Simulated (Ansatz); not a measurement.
Geometry optimisation, RKS B3LYP-D4/def2-SVP in Ansatz 0.2.0.

Input file:

```yaml
crystal:
  periodic: [false, false, false]
  atoms:
    - { symbol: B, position_ang: [0.046542, -0.423992, -0.398354] }
    - { symbol: Cl, position_ang: [-0.147739, 0.073823, 2.620363] }
    - { symbol: H, position_ang: [1.043232, 0.237923, -0.459093] }
    - { symbol: F, position_ang: [-1.131749, 0.06839, -0.7594] }
    - { symbol: O, position_ang: [0.136122, -1.746437, -0.01309] }
    - { symbol: H, position_ang: [-0.725793, -2.188624, -0.040432] }
    - { symbol: H, position_ang: [0.316285, -1.050683, 2.075706] }
basis:
  gaussian: { orbitals: def2-SVP }
hamiltonian:
  xc: b3lyp
  dispersion: d4
relax:
  f_tol: 0.03
  max_steps: 50
```

Command:

```bash
$ ansatz run input.yaml --threads 1 --pin off --max-ram 2048MiB --backend cpu --events-out ev --progress --plain --runs-dir out
```

Question: Where does it end, and by what steps?

Answer: The run converged. The force dipped under the threshold on the way, but the program's further checks kept it going. After 37 steps the energy has fallen by 0.091 eV; F4 moved furthest, 1.41 Å.

```json
{"step": "0", "energy less start (eV)": "0.0000", "largest force component (eV/Å)": "0.907", "accepted": "yes"}
{"step": "2", "energy less start (eV)": "-0.0381", "largest force component (eV/Å)": "0.852", "accepted": "yes"}
{"step": "4", "energy less start (eV)": "-0.0672", "largest force component (eV/Å)": "0.388", "accepted": "yes"}
{"step": "6", "energy less start (eV)": "-0.0766", "largest force component (eV/Å)": "0.114", "accepted": "yes"}
{"step": "8", "energy less start (eV)": "-0.0783", "largest force component (eV/Å)": "0.078", "accepted": "yes"}
{"step": "10", "energy less start (eV)": "-0.0805", "largest force component (eV/Å)": "0.014", "accepted": "yes"}
{"step": "12", "energy less start (eV)": "-0.0821", "largest force component (eV/Å)": "0.120", "accepted": "yes"}
{"step": "14", "energy less start (eV)": "-0.0835", "largest force component (eV/Å)": "0.274", "accepted": "no"}
{"step": "16", "energy less start (eV)": "-0.0849", "largest force component (eV/Å)": "0.185", "accepted": "yes"}
{"step": "18", "energy less start (eV)": "-0.0859", "largest force component (eV/Å)": "0.120", "accepted": "yes"}
{"step": "20", "energy less start (eV)": "-0.0866", "largest force component (eV/Å)": "0.017", "accepted": "yes"}
{"step": "22", "energy less start (eV)": "-0.0877", "largest force component (eV/Å)": "0.105", "accepted": "yes"}
{"step": "24", "energy less start (eV)": "-0.0886", "largest force component (eV/Å)": "0.055", "accepted": "yes"}
{"step": "26", "energy less start (eV)": "-0.0890", "largest force component (eV/Å)": "0.030", "accepted": "yes"}
{"step": "28", "energy less start (eV)": "-0.0896", "largest force component (eV/Å)": "0.042", "accepted": "yes"}
{"step": "30", "energy less start (eV)": "-0.0902", "largest force component (eV/Å)": "0.068", "accepted": "yes"}
{"step": "32", "energy less start (eV)": "-0.0905", "largest force component (eV/Å)": "0.039", "accepted": "yes"}
{"step": "34", "energy less start (eV)": "-0.0908", "largest force component (eV/Å)": "0.056", "accepted": "yes"}
{"step": "36", "energy less start (eV)": "-0.0908", "largest force component (eV/Å)": "0.074", "accepted": "yes"}
{"step": "37", "energy less start (eV)": "-0.0909", "largest force component (eV/Å)": "0.023", "accepted": "yes"}
```

```xyz
7
Properties=species:S:1:pos:R:3
B -0.062 -0.371 -0.609
Cl 0.603 -0.447 3.286
H 0.588 0.593 -0.313
F -0.485 -0.552 -1.855
O -0.369 -1.289 0.339
H -0.898 -2.033 0.014
H 0.161 -0.931 2.163
```

Whether the end is a true minimum wasn't checked by a vibrational analysis.

Time of the run: 99 s on 1 thread of Arm Neoverse V2, with other jobs on the host, peak memory 0.16 GiB.
